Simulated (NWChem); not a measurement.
**Spin states of HS₂**

SMILES: [S]S
```xyz
3

S      0.4306     0.9351     0.0000
S     -0.4677    -0.8295     0.0000
H      0.5935    -1.6883     0.0000
```
Charge 0, spin multiplicity 2.

The numbers come from NWChem runs, not from measurements. All single points use one geometry, from UPBE0/def2-SVP, a minimum by its harmonic frequencies.

Basis set: def2-TZVP. The gap is E(quartet) − E(doublet) at the geometry of the doublet, so a negative value puts the higher spin lower. Open shells are unrestricted, coupled cluster uses restricted open-shell references. The quartet is the single determinant that the SCF runs reached, with unpaired electrons in orbitals of symmetry a" and a' and a' (Cs labels); it need not be the lowest quartet, which in molecules with degenerate π orbitals can need several determinants.

| method | vertical doublet-quartet gap (kcal/mol) | relative cost | difference from CCSD(T) |
|---|---|---|---|
| B2PLYP | 95.9 | under 3 | -0.4 |
| MP2 | 95.9 | under 3 | -0.3 |
| PBE | 92.0 | 1 | -4.2 |
| CCSD(T) | 96.2 | 9 | 0.0 |
| LC-wPBE (omega 0.3 per bohr) | 96.0 | 8 | -0.3 |
| B3LYP | 94.8 | under 3 | -1.4 |
| M06-2X | 98.3 | under 3 | +2.1 |
| HF | 92.7 | under 3 | -3.6 |

The values span 6.3 kcal/mol, from PBE (lowest) to M06-2X (highest). Relative cost: rough, from shared machines, SCF included, PBE = 1.

The correlated methods keep 10 core orbitals frozen. B3LYP has NWChem's definition, with VWN1-RPA local correlation. GW and range-separated runs recompute their integrals, the others keep them in memory, which bears on the times. The structure started from a generated list of species. The unpaired electrons of the parent sit in orbitals of symmetry a" (Cs labels of the run); other states weren't searched. No SCF solution was tested for a lower state. Open-shell Hartree-Fock references start from PBE0 orbitals; any time given for them includes that run. No row is a measurement; the coupled-cluster row has its own basis-set and correlation limits.
